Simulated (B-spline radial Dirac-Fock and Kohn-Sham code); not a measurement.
Pm 3p3/2: cross section and angular parameters

System: the free promethium atom, configuration [Xe] 4f5 6s2; threshold 1357.0 eV (tabulated edge). These are calculated numbers from a radial atomic solver; the model is Dirac-Hartree-Slater photoionisation with a Latter tail; cross sections with all multipoles, angular parameters from the dipole term and its interference with E2.

Input file task.json (cfg lists n, l and occupation; rrms is the nuclear radius in fm):

```json
{"items": [{
  "Z": 61,
  "q": 0,
  "cfg": [[1, 0, 2], [2, 0, 2], [2, 1, 6], [3, 0, 2], [3, 1, 6], [3, 2, 10], [4, 0, 2], [4, 1, 6], [4, 2, 10], [4, 3, 5], [5, 0, 2], [5, 1, 6], [6, 0, 2]],
  "A": 145,
  "rrms": 4.962,
  "do": "xps",
  "hv": [59.9, 60, 72.3, 78.5, 134.0, 148.0, 229.0, 519.0, 521.0, 600, 834.0, 859.0, 1040.0, 1190.0, 1230.0, 1253.6, 1486.9, 2070.0, 2530.0, 2984.4, 4000, 4400.0, 4660.0, 4670.0, 6060.0, 6250.0, 7150.0, 8047.8, 8520.0, 12000],
  "edges": {"K": 45184.0, "L1": 7428.0, "L2": 7013.0, "L3": 6459.0, "M1": 1650.0, "M2": 1471.4, "M3": 1357.0, "M4": 1052.0, "M5": 1027.0, "N1": 331.0, "N2": 242.0, "N3": 242.0, "N4": 120.0, "N5": 120.0}
}]}
```

Run with: `python xray2_run.py task.json out`

For linearly polarised light dσ/dΩ = σ/(4π) [1 + β P₂(cos θ) + (δ + γ cos²θ) sin θ cos φ], with θ from the polarisation vector and φ the angle between the beam and the projection of the electron momentum on the plane normal to the polarisation.

| hν (eV) | σ (kb) | β | γ | δ |
| --- | --- | --- | --- | --- |
| 1486.9 | 188 | 0.798 | 0.230 | 0.145 |
| 2070 | 114 | 1.461 | 0.119 | 0.017 |
| 2530 | 80.1 | 1.578 | -0.014 | 0.007 |
| 2984.4 | 58.4 | 1.628 | -0.040 | 0.007 |
| 4000 | 32.0 | 1.662 | 0.068 | 0.010 |
| 4400 | 26.1 | 1.663 | 0.137 | 0.012 |
| 4660 | 22.9 | 1.661 | 0.185 | 0.013 |
| 4670 | 22.8 | 1.661 | 0.187 | 0.013 |
| 6060 | ? | ? | ? | ? |
| 6250 | 11.6 | 1.634 | 0.496 | 0.020 |
| 7150 | 8.34 | 1.611 | 0.663 | 0.025 |
| 8047.8 | 6.21 | 1.587 | 0.819 | 0.030 |
| 8520 | 5.37 | 1.574 | 0.897 | 0.033 |
| 12000 | 2.17 | 1.481 | 1.395 | 0.056 |

Problem. Give the values at 6060 eV.

Solution. σ = 12.5 kb, β = 1.638, γ = 0.460, δ = 0.019.
